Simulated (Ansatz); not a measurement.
Stepwise reaction of `[O]=[W]([F])([F])([Cl])[Cl]` with water, as a gas-phase model of exchange steps in deposition or etching. ΔE in kJ/mol; ΔG adds harmonic PBE0-D4 terms to CCSD(T)/CBS, at 1 bar.

Isolated molecules relaxed with PBE0-D4/def2-TZVP in Ansatz; ΔE leaves out vibrations. CCSD(T)/CBS adds triple-zeta CCSD(T) − MP2 to the extrapolated MP2 energy (def2 sets, frozen cores). This one scheme is used for every species. Functionals use def2-TZVPP. B3LYP here is the variant with VWN-RPA as its local correlation; programs differ in this. Elements past krypton have def2 core potentials. For W outer-core shells are correlated without core-valence functions, which leaves a few kJ/mol of doubt a bond. One conformer a species, not always the lowest.

| step | reaction | PBE-D4 | B3LYP-D4 | ωB97M-V | CCSD(T)/CBS | ΔG(600 K) |
| --- | --- | --- | --- | --- | --- | --- |
| 2 | `[O]=[W]([OH])([F])([F])[Cl]` + H₂O → `[O]=[W]([OH])([OH])([F])[F]` + HCl | 13.6 | 9.9 | 9.5 | 15.5 | 16.7 |

Question: Give the row of step 1, `[O]=[W]([F])([F])([Cl])[Cl]` + H₂O → `[O]=[W]([OH])([F])([F])[Cl]` + HCl. (Best estimate.)

Answer: Computed: 
```json
{"step": "1", "reaction": "`[O]=[W]([F])([F])([Cl])[Cl]` + H₂O → `[O]=[W]([OH])([F])([F])[Cl]` + HCl", "PBE-D4": "11.5", "B3LYP-D4": "5.5", "ωB97M-V": "2.0", "CCSD(T)/CBS": "9.4", "ΔG(600 K)": "-4.1"}
```

Question: By hand: ΔE of the 2 steps together at CCSD(T)/CBS.

Answer: (9.4) + (15.5) = 24.9 kJ/mol, or 12.4 kJ/mol a step.

In ΔE each step is higher than the one before. All are uphill at CCSD(T)/CBS. ΔG lies between -4.1 and 16.7 kJ/mol a step. PBE-D4 differs from CCSD(T)/CBS by -1.9 to 2.1 kJ/mol a step. Isolated molecules leave out the surface, adducts and barriers. Largest T1 diagnostic: 0.021.
